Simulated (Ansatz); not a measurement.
Mulliken charges of `F[C@H](Cl)[Si@@H]1CO1` from ωB97M-V/def2-TZVPP in Ansatz (PBE0-D4/def2-TZVP geometry).

```json
{"atom": "F1", "x (Å)": "1.122", "y (Å)": "-2.310", "z (Å)": "0.382", "charge (e)": "-0.190"}
{"atom": "C2", "x (Å)": "1.119", "y (Å)": "-1.073", "z (Å)": "-0.215", "charge (e)": "0.030"}
{"atom": "Cl3", "x (Å)": "2.310", "y (Å)": "-0.027", "z (Å)": "0.571", "charge (e)": "-0.074"}
{"atom": "Si4", "x (Å)": "-0.619", "y (Å)": "-0.310", "z (Å)": "-0.108", "charge (e)": "0.429"}
{"atom": "C5", "x (Å)": "-0.863", "y (Å)": "1.465", "z (Å)": "0.063", "charge (e)": "-0.176"}
{"atom": "O6", "x (Å)": "-0.993", "y (Å)": "0.573", "z (Å)": "1.236", "charge (e)": "-0.378"}
{"atom": "H7", "x (Å)": "1.459", "y (Å)": "-1.206", "z (Å)": "-1.245", "charge (e)": "0.131"}
{"atom": "H8", "x (Å)": "-1.629", "y (Å)": "-1.258", "z (Å)": "-0.623", "charge (e)": "-0.017"}
{"atom": "H9", "x (Å)": "-1.801", "y (Å)": "1.946", "z (Å)": "-0.206", "charge (e)": "0.121"}
{"atom": "H10", "x (Å)": "-0.021", "y (Å)": "2.148", "z (Å)": "0.147", "charge (e)": "0.124"}
```

By hand: the dipole of these point charges (1 e Å = 4.8032 D).

Σ q r = (-0.091, 0.167, -0.805) e Å, of length 0.827 e Å = 3.97 D.

How does the dipole of the full density compare? (An estimate is asked.)

Computed: (-0.102, 0.054, -0.609) e Å, 2.98 D; the point charges give 1.33 times that, at 7° from its direction.

Point charges leave out the atoms' own dipoles, such as those of lone pairs, and Mulliken's split depends on the basis, so the two needn't agree.
